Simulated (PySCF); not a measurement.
**Spinor energies of Zn²⁰⁺ (zinc, charge +20)**

Start: [Ne]. Calculated with PySCF 2.14 in an even-tempered Gaussian basis (18 s from 5.1 bohr⁻², ratio 2.4; 12 p from 6.6 bohr⁻², ratio 2.4; 5 d from 30 bohr⁻², ratio 2.6; 5 f from 45 bohr⁻², ratio 2.6): generalised Hartree-Fock with the X2C-1e Hamiltonian and a Gaussian nucleus; one run each with spin-orbit coupling (SO) switched off, then screened by Boettger's factors.

| spinor shell | electrons | ε, spin-free (eV) | ε, screened SO (eV) | weight of nominal j (screened SO) | rms radius, screened SO (bohr) |
| --- | --- | --- | --- | --- | --- |
| 1s1/2 | 2 | -10561.2 | -10561.1 | 1.000 | 0.0580 |
| 2s1/2 | 2 | -2017.2 | -2017.2 | 1.000 | 0.240 |
| 2p1/2 | 2 | -1856.0 | -1873.0 | 1.000 | 0.212 |
| 2p3/2 | 4 | -1856.0 | -1847.8 | 1.000 | 0.215 |

```tsv
quantity	spin-free	screened SO
E (hartree)	-1568.27140	-1568.31896
M_J	0	0
⟨J²⟩	0.000	0.000
⟨L²⟩	0.000	0.001
⟨S²⟩	0.000	0.001
```

Without spin-orbit coupling the j labels of p, d and f shells carry no meaning; the spin-free column gives the mean over the occupied spinors of each nl shell.
